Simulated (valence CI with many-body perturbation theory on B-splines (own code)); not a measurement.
Sm V: calculated level list

Computed by configuration interaction combined with many-body perturbation theory (CI+MBPT): four valence electrons over a frozen Dirac-Fock core [Xe], a basis of 8 s, 8 p, 9 d, 9 f, 6 g, 3 h, 2 i functions for each j, with the one-electron correlation potential Σ1 (screened to all orders), the two-electron term Σ2, the three-electron term Σ3, Breit, model QED; the open f shell's mean field enters the energy denominators; selected single and double excitations, second order for the rest, scaled by the run's own slope (own B-spline code, finite nucleus).

Against measured spectra of neutral and singly charged lanthanides and actinides this method errs by a few hundred cm⁻¹ within a configuration and by up to about 5,000 between configurations. No measured levels were compared; by estimate terms of the open shell hold to a few per cent of their energy, and close levels can change places. Core correlation moves these levels by up to 7100 cm⁻¹, and in measured spectra 5 to 20 % of such shifts remained as error; rates that hang on mixing are uncertain with them. Among the levels kept, up to 260 cm⁻¹ of a level comes from second order outside the variational space, and about a tenth of that is noise between levels of different J, which matters for small intervals. Only levels of the ground parity were solved; by the run's estimate the other parity begins above the list, which can be wrong where configurations are misplaced.

Levels 1 to 45 of 63, with energies above the lowest level, 4f4 5I_4. "Leading %" is the weight of the configuration and term that name the level; weights of strongly mixed levels are sums over their largest components and can fall short. Lifetimes count E1, E2, E3, M1 and M2 decay at the calculated energies, and are blank where another channel may lead or the interval is too uncertain; long ones can be off by a factor of two.

```csv
No.,Configuration,Term,J,E (cm⁻¹),Leading %,Lifetime,Second component
1,4f4,5I,4,0.0,96,,
2,4f4,5I,5,1950,97,2.22 s,
3,4f4,5I,6,4038,97,1.44 s,
4,4f4,5I,7,6203,96,1.48 s,
5,4f4,5I,8,8403,94,2.37 s,5 % 4f4 3K
6,4f4,5F,1,14645,94,,5 % 4f4 3D
7,4f4,5F,2,15164,90,119 s,5 % 4f4 3D
8,4f4,5F,3,16278,93,10.8 s,
9,4f4,5S,2,16719,91,75.7 s,6 % 4f4 3P
10,4f4,5F,4,17438,86,2.05 s,7 % 4f4 3G
11,4f4,5F,5,19185,89,3.13 s,8 % 4f4 3G
12,4f4,3K,6,19458,97,224 ms,
13,4f4,5G,2,20786,90,5.45 s,8 % 4f4 3F
14,4f4,3H,4,20935,46,118 ms,18 % 4f4 5G
15,4f4,3K,7,21018,78,157 ms,18 % 4f4 3L
16,4f4,5G,3,21466,77,2.49 s,18 % 4f4 3G
17,4f4,3K,8,22961,64,146 ms,17 % 4f4 3L
18,4f4,3H,5,23823,40,178 ms,39 % 4f4 5G
19,4f4,5G,4,24104,69,180 ms,27 % 4f4 3H
20,4f4,3G,3,25741,77,295 ms,18 % 4f4 5G
21,4f4,5G,5,26556,53,171 ms,43 % 4f4 3H
22,4f4,3D,2,26903,54,153 ms,23 % 4f4 3P
23,4f4,5G,6,26962,76,419 ms,22 % 4f4 3H
24,4f4,3L,7,27384,80,210 ms,18 % 4f4 3K
25,4f4,3P,1,28277,52,187 ms,43 % 4f4 3D
26,4f4,3L,8,28723,51,,26 % 4f4 3M
27,4f4,3H,6,29354,74,203 ms,22 % 4f4 5G
28,4f4,3G,4,29475,57,113 ms,18 % 4f4 3H
29,4f4,3L,9,29795,71,519 ms,28 % 4f4 3M
30,4f4,3M,8,29866,42,,32 % 4f4 1L
31,4f4,3P,0,30144,99,2.18 s,
32,4f4,3D,3,30417,79,290 ms,14 % 4f4 3F
33,4f4,1D,2,30911,39,182 ms,28 % 4f4 3F
34,4f4,3F,4,31995,67,306 ms,16 % 4f4 3G
35,4f4,3G,5,32475,59,,12 % 4f4 3H
36,4f4,3D,1,33184,49,138 ms,47 % 4f4 3P
37,4f4,3I,5,33607,77,,16 % 4f4 3G
38,4f4,3F,2,34118,50,,34 % 4f4 3P
39,4f4,3M,9,34248,71,511 ms,28 % 4f4 3L
40,4f4,3F,2,34366,78,,8 % 4f4 3D
41,4f4,3F,3,34797,78,168 ms,14 % 4f4 3D
42,4f4,3M,10,34867,97,1.13 s,
43,4f4,3I,6,35004,90,218 ms,6 % 4f4 3H
44,4f4,5D,0,35381,95,2.57 s,
45,4f4,3I,7,35564,92,243 ms,6 % 4f4 1K
```

Names give the largest LS component (configuration and term), which can be under half, so a name can repeat, a term be missing and a line seem to break the LS rules; names also repeat where a configuration has a term twice.

Where two levels of one J and parity lie close, their mixing, g and order are uncertain.

The ionisation energy to 4f3 4I°_9/2 of the next ion comes out as 62.903 eV (NIST: 62.7 ± 0.4 eV (semi-empirical)). All 63 levels together are meant to be complete up to 48176 cm⁻¹.
